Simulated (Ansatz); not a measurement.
`CB(C)OC=O`, relaxed with RKS PBE0-D4/def2-TZVP in Ansatz from a PBE-D4/def2-SVP geometry. The force threshold is 0.005 eV/Å; the program also tests the step.

Total charge 0; spin multiplicity 1.

Start:

```xyz
13

C     0.288   -1.244   -1.379
B     0.008   -0.220   -0.221
C    -0.695    1.168   -0.441
O     0.407   -0.659    1.060
C     0.484    0.095    2.191
O     0.552    1.298    2.246
H    -0.685   -1.657   -1.730
H     0.936   -2.094   -1.088
H     0.721   -0.735   -2.266
H     0.080    1.965   -0.381
H    -1.188    1.244   -1.430
H    -1.421    1.423    0.358
H     0.514   -0.584    3.082
```

| step | energy (eV) | largest force (eV/Å) | largest move (Å) |
| --- | --- | --- | --- |
| 1 | -7991.3093 | 0.956 | 0.000 |
| 2 | -7991.3636 | 0.155 | 0.029 |
| 3 | -7991.3677 | 0.115 | 0.017 |
| 4 | -7991.3681 | 0.114 | 0.018 |
| 5 (rejected) | -7991.3584 | 0.527 | 0.076 |
| 6 | -7991.3695 | 0.036 | 0.038 |
| 7 | -7991.3701 | 0.043 | 0.033 |
| 8 | -7991.3703 | 0.079 | 0.033 |
| 9 (rejected) | -7991.3699 | 0.091 | 0.006 |
| 10 | -7991.3704 | 0.021 | 0.003 |
| 11 | -7991.3705 | 0.008 | 0.011 |
| 12 | -7991.3705 | 0.026 | 0.012 |
| 13 (rejected) | -7991.3705 | 0.045 | 0.025 |
| 14 | -7991.3705 | 0.004 | 0.010 |

End:

```xyz
13

C     0.305   -1.216   -1.373
B     0.011   -0.217   -0.209
C    -0.694    1.158   -0.426
O     0.382   -0.669    1.060
C     0.461    0.075    2.175
O     0.658    1.249    2.221
H    -0.641   -1.672   -1.692
H     0.989   -2.022   -1.102
H     0.689   -0.695   -2.255
H     0.081    1.929   -0.522
H    -1.278    1.172   -1.349
H    -1.321    1.476    0.409
H     0.356   -0.568    3.062
```

It took 57 s on 4 threads of a server CPU on a shared host, with 0.62 GiB of host memory at the peak.
